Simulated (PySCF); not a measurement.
A calculated (B2PLYP, PySCF 2.14, x2c-QZVPPall with one added diffuse shell each of s, p, d, f, g type, the spin-free X2C one-electron Hamiltonian (Gaussian nucleus)) atom or ion has these occupied shells.

| shell | electrons | orbital energy (eV) | rms radius, mean of both spins (bohr) |
| --- | --- | --- | --- |
| 1s α | 1 | -6534.4 | 0.0703 |
| 1s β | 1 | -6534.2 | 0.0703 |
| 2s α | 1 | -793.90 | 0.303 |
| 2s β | 1 | -791.23 | 0.303 |
| 2p α | 3 | -673.45 | 0.273 |
| 2p β | 3 | -671.00 | 0.273 |
| 3s α | 1 | -115.80 | 0.906 |
| 3s β | 1 | -108.46 | 0.906 |
| 3p α | 3 | -81.156 | 0.970 |
| 3p β | 3 | -72.973 | 0.970 |
| 3d α | 4 | -28.281 | 1.19 |
| 4s α | 1 | -16.986 | 2.80 |
| 4p α | 1 | -11.391 | 3.35 |

Task: Name the element and its charge.

Result: Mn⁺ (manganese, charge +1), in [Ar] 3d4 4s1 4p1, one real determinant (an excited configuration).
